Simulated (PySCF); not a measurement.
## Pb⁶³⁺ (lead, charge +63): PBE calculation

Configuration: [Ar] 3d1, 2D determinant. Computed with PySCF 2.14 in an uncontracted even-tempered set (16 s from 18 bohr⁻², ratio 2.5; 10 p from 23 bohr⁻², ratio 2.5; 7 d from 23 bohr⁻², ratio 2.5; 4 f from 81 bohr⁻², ratio 2.7; 3 g from 120 bohr⁻², ratio 2.7), with the non-relativistic Hamiltonian (point nucleus).

```json
{
  "Total energy": "-15267.60 hartree",
  "One-electron energy": "-16742.50 hartree",
  "Hartree (Coulomb) energy": "1661.85 hartree",
  "Exchange-correlation energy": "-186.95 hartree",
  "Kinetic energy": "15270.10657 hartree",
  "⟨S²⟩": "0.7501",
  "⟨L²⟩": "6.002",
  "Sum of ⟨r⟩": "2.130 bohr",
  "Sum of ⟨r²⟩": "0.3538 bohr²",
  "Traceless quadrupole moment −½Σ⟨3z² − r²⟩ along its main axis": "0.00655 e·bohr²",
  "Density at the nucleus (Gaussians lack the cusp)": "391000 bohr⁻³",
  "Spin density at the nucleus": "-3.33 bohr⁻³"
}
```

| shell | electrons | mean orbital energy (eV) | spread (eV) | rms radius, mean of both spins (bohr) |
| --- | --- | --- | --- | --- |
| 1s α | 1 | -83789.7 | 0 | 0.0213 |
| 1s β | 1 | -83789.6 | 0 | 0.0213 |
| 2s α | 1 | -17958.7 | 0 | 0.0832 |
| 2s β | 1 | -17951.3 | 0 | 0.0832 |
| 2p α | 3 | -17513.0 | 5.956 | 0.0713 |
| 2p β | 3 | -17507.8 | 11.228 | 0.0713 |
| 3s α | 1 | -7194.8 | 0 | 0.196 |
| 3s β | 1 | -7189.0 | 0 | 0.196 |
| 3p α | 3 | -7017.2 | 5.157 | 0.186 |
| 3p β | 3 | -7010.6 | 11.919 | 0.186 |
| 3d α | 1 | -6735.1 | 0 | 0.159 |

A non-relativistic calculation at this Z misses sizeable relativistic shifts. Spin-orbit coupling, absent here, splits the open shell strongly.
